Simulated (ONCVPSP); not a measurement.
**Before and after: ONCV potential for Cu (Z = 29)**

Cu, optimised norm-conserving Vanderbilt (ONCV), made with ONCVPSP 4.0.1 (PW91, scalar-relativistic). Core [Ne] 3s2, reference 3p6 3d10 4s1. Waves: 4s: rc 2.30 bohr, ncon 4, nbas 7, qcut 3.4 1/bohr, 2 projectors, debl 2.7 Ha; 3p: rc 1.15 bohr, ncon 4, nbas 8, qcut 11.5 1/bohr, 2 projectors, debl 2.8 Ha; 3d: rc 0.95 bohr, ncon 4, nbas 9, qcut 16.1 1/bohr, 3 projectors, debl 0.9 Ha. Local part: polynomial inside 0.65 bohr (lpopt 5, dvloc0 0 Ha). Core correction: polynomial model core, fcfact 0.7.

All-electron outer shells of the reference configuration (PW91, scalar-relativistic, ld1.x):

```csv
shell,level (eV),outermost node (bohr),outermost maximum (bohr)
3s,-114.70,0.29,0.61
3p,-72.19,0.26,0.62
3d,-5.11,–,0.60
4s,-4.66,0.89,2.27
```

Change: s: rc 2.04.

Cutoffs: the cutoffs (Ha) at which the residual kinetic energy of the hardest occupied pseudo-wave falls to 1 and 0.1 mHa per electron; they do not see the model core or the augmentation charge, which bear on the density cutoff. Errors are all-electron minus pseudo energies relative to the spin-unpolarised reference configuration.

Task: What does the change do?

Result: The potential gets neither clearly harder nor softer (103 Ha and 117 Ha → 103 Ha and 117 Ha); both files keep a bound ghost (s); of the 3 tests that both files solve, the error grows in 2 and shrinks in 0 by more than 15 % and 0.3 meV (median size 2.8 → 5.5 meV).

| quantity | base | changed |
| --- | --- | --- |
| cutoff, loose | 103 Ha | 103 Ha |
| cutoff, tight | 117 Ha | 117 Ha |
| loose cutoff by channel | s 4.8 Ha, p 46 Ha, d 103 Ha | s 5.3 Ha, p 46 Ha, d 103 Ha |
| bound ghosts | s | s |
| GHOST(+) flags under 300 eV | none | none |
| tests with a reliable result | 3 of 4 | 3 of 4 |
| error for 3p6 3d10 4s0, meV [ΔE 8.20 eV] | -11 | -12 |
| error for 3p6 3d9 4s0, meV [ΔE 29.64 eV] | -2.8 | +5.5 |
| error for 3p6 3d10 4s0.5, meV [ΔE 3.19 eV] | -1.3 | -1.6 |
| p: phases at 1.16 bohr within 0.05 rad from the reference energy up to (Ha; the scan ends near 5) | to the end of the scan | to the end of the scan |
| d: phases at 0.96 bohr within 0.05 rad from the reference energy up to (Ha; the scan ends near 5) | to the end of the scan | to the end of the scan |
| rms error of d²Exc/dni dnj with the model core, mHa | 0.98 | 0.99 |

 A true bound ghost makes a file unfit for plane-wave use even where its test errors are small: the radial tests pick states by their node count and pass the ghost by.
